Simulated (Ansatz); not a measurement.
Isolated molecules relaxed with PBE0-D4/def2-TZVP in Ansatz; ΔE leaves out vibrations. CCSD(T)/CBS is the MP2 limit (def2-TZVPP, def2-QZVPP) plus CCSD(T) − MP2 in def2-TZVPP, frozen cores. This one scheme is used for every species. DFT in def2-TZVPP. Each species was taken in one conformer, which may not be the lowest.

`O[Si](F)(Cl)Cl` + `S[SiH2]Cl` → `F[Si](Cl)(Cl)S[SiH2]Cl` + H₂O  (ligand exchange at the Si–O bond)

`O[Si](F)(Cl)Cl`:

Cartesian coordinates in Å:
```
O -0.107 0.712 1.113
Si 0.080 -0.273 -0.149
F -1.110 -1.307 -0.245
Cl 0.102 0.749 -1.899
Cl 1.789 -1.299 0.120
H -0.754 1.418 1.059
```

`S[SiH2]Cl`:

Cartesian coordinates in Å:
```
S -0.733 -1.079 1.098
Si 0.337 0.003 -0.378
Cl 1.279 1.666 0.374
H -1.685 -0.141 1.240
H -0.564 0.479 -1.450
H 1.366 -0.929 -0.885
```

`F[Si](Cl)(Cl)S[SiH2]Cl`:

```xyz
9

F     0.886    2.133   -0.134
Si    0.132    1.262    0.949
Cl    0.512    2.061    2.765
Cl   -1.842    1.394    0.516
S     0.847   -0.713    0.955
Si    0.111   -1.348   -0.955
Cl   -1.714   -2.250   -0.793
H    -0.013   -0.189   -1.863
H     1.081   -2.351   -1.439
```

H₂O:

Cartesian coordinates in Å:
```
O -0.317 0.099 0.203
H 0.578 -0.012 0.533
H -0.261 -0.087 -0.736
```

| level | ΔE (kcal/mol) |
| --- | --- |
| PBE0-D4 | 9.2 |
| r2SCAN | 12.5 |

(1) What does CCSD(T)/CBS give? (Estimate.)

Largest T1 diagnostic among the species: 0.011.

## Answers

(1) Ansatz gave: +10.7 kcal/mol. The listed levels differ from it by -1.5, 1.8 kcal/mol.

From PBE to PBE0 (25 % exact exchange), in def2-TZVPP and without D4, ΔE moves by +0.8 kcal/mol. The D4 term adds −4.6 kcal/mol with B3LYP and −2.6 kcal/mol with PBE0; it sums over pairs of atoms, weighted by their polarisabilities, and B3LYP, whose exchange is more repulsive, gets the larger term.

B3LYP here is the variant with VWN-RPA as its local correlation; programs differ in this.
